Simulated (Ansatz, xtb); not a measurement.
Two isomers of C4H6BrCl

Structure I is `ClC1(Br)CCC1`, a singlet and structure II is `Cl[C@@H]1CC[C@H]1Br`, a singlet. Both are isolated molecules in the gas phase, relaxed with B3LYP-D3(BJ)/def2-SVP.

Q: Estimate E(II) − E(I) at the level CCSD(T)/def2-SVP + ΔMP2/def2-TZVPP.

A: Calculated at CCSD(T)/def2-SVP + ΔMP2/def2-TZVPP: E(II) − E(I) = −0.147 eV, so structure II lies lower.

Level by level:

```json
{"level": "GFN2-xTB", "geometry": "GFN2-xTB", "E(II) − E(I) (eV)": "−0.032", "departure from the last row (eV)": "+0.115", "job, with rough time for the two": "optimisation, 0.14 s"}
{"level": "HF/STO-3G", "geometry": "GFN2-xTB", "E(II) − E(I) (eV)": "−0.146", "departure from the last row (eV)": "+0.001", "job, with rough time for the two": "single point, 0.62 s"}
{"level": "r2SCAN-D4/def2-SVP", "geometry": "GFN2-xTB", "E(II) − E(I) (eV)": "−0.107", "departure from the last row (eV)": "+0.040", "job, with rough time for the two": "single point, 7.2 s"}
{"level": "B3LYP-D3(BJ)/def2-SVP", "geometry": "B3LYP-D3(BJ)/def2-SVP", "E(II) − E(I) (eV)": "−0.143", "departure from the last row (eV)": "+0.004", "job, with rough time for the two": "optimisation, 73 s"}
{"level": "HF/def2-SVP", "geometry": "B3LYP-D3(BJ)/def2-SVP", "E(II) − E(I) (eV)": "−0.256", "departure from the last row (eV)": "−0.109", "job, with rough time for the two": "part of the CCSD(T) run"}
{"level": "MP2/def2-SVP", "geometry": "B3LYP-D3(BJ)/def2-SVP", "E(II) − E(I) (eV)": "−0.118", "departure from the last row (eV)": "+0.030", "job, with rough time for the two": "part of the CCSD(T) run"}
{"level": "CCSD(T)/def2-SVP", "geometry": "B3LYP-D3(BJ)/def2-SVP", "E(II) − E(I) (eV)": "−0.132", "departure from the last row (eV)": "+0.015", "job, with rough time for the two": "single point"}
{"level": "CCSD(T)/def2-SVP + ΔMP2/def2-TZVPP", "geometry": "B3LYP-D3(BJ)/def2-SVP", "E(II) − E(I) (eV)": "−0.147", "departure from the last row (eV)": "", "job, with rough time for the two": "single point, 2 min"}
```

As drawn, both hold the same kinds of bond in the same numbers.

None of the levels shown reverses the order. The largest departure from CCSD(T)/def2-SVP + ΔMP2/def2-TZVPP is that of GFN2-xTB, 0.115 eV. The last row adds to CCSD(T) the change of the MP2 difference between the two basis sets, here −0.015 eV.

With thermal terms from frequencies at re-optimised GFN2-xTB minima (ideal gas, soft modes damped towards free rotors, one conformer each, 298.15 K, 1 atm): on the last row, ΔE + ΔZPE = −0.139, ΔH = −0.142, ΔG = −0.146 eV.

The correlated steps freeze 18 core orbitals; the filled d shell of Br is correlated, in a basis made for valence electrons. Mirror images aren't counted in ΔG. Codes used: Ansatz 0.2.0, xtb 6.7.1; the last row on 2 threads of Arm Neoverse V2 on a shared host.
